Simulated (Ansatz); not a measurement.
Ansatz (a program for electronic structure) input (MP2/def2-TZVPP): A basis named .json is the Basis Set Exchange file of that set (core-valence sets with the plain set on hydrogen).

Ansatz 0.2 input:
```yaml
crystal:
  periodic: [false, false, false]
  atoms:
    - {symbol: H, position_ang: [0.00000000, 0.00000000, 0.00000000]}
basis:
  gaussian:
    orbitals: def2-TZVPP
    fitting: {mean_field: def2-universal-jkfit, correlation: aug-cc-pVQZ-RIFIT.json}
magnetization: {spin_polarized: true, initial_magnetization: 1}
correlation: {method: mp2, electrons: outside_noble_gas}
scf: {lower_state_search: full}
```

Output:

```
Functional definition: HF
integrals: 0.00 GiB planned
18 factors; integrals over basis functions are off by at most 1.7e0 eV
80 factors; integrals over basis functions are off by at most 4.0e-2 eV
mean field: 0.04 GiB planned
mean field evaluation 1: about -13.5529 eV, gradient 1.7e0 eV
mean field evaluation 2: about -13.5934 eV, gradient 6.6e-1 eV
mean field evaluation 4: about -13.6005 eV, gradient 3.7e-8 eV
mean field evaluation 8: about -13.5934 eV, gradient 6.6e-1 eV
mean field evaluation 16: about -13.6005 eV, gradient 4.8e-5 eV
mean field -13.60051839 eV, -0.4998098322 hartree, gradient 3.7e-8 eV, S^2 0.750000; 2 other end points of the search recorded, 0 dependent functions left out
reference -13.60051839 eV, -0.4998098322 hartree; 1, 0 occupied and 13, 14 virtual orbitals, 80 factors
second order 0.00000000 eV of doubles, -0.00000000 eV of singles
Total energy: -13.60051839 eV, -0.4998098322 hartree
```
